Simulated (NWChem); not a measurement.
C5H6; SMILES C#CC(=C)C

Program: NWChem. All runs use the structure optimised with PBE0/def2-SVP. Ions are spin-unrestricted doublets at the neutral geometry; other ion states weren't tried.

For level B3LYP/def2-SVPD:

```
Quantity       Value
-------------  -----
−ε(HOMO) (eV)   6.79
```

Problem. How do the values read with level Hartree-Fock/def2-SVPD instead?

Solution. 
| Item | Result |
|---|---|
| −ε(HOMO) (eV) | 9.21 |
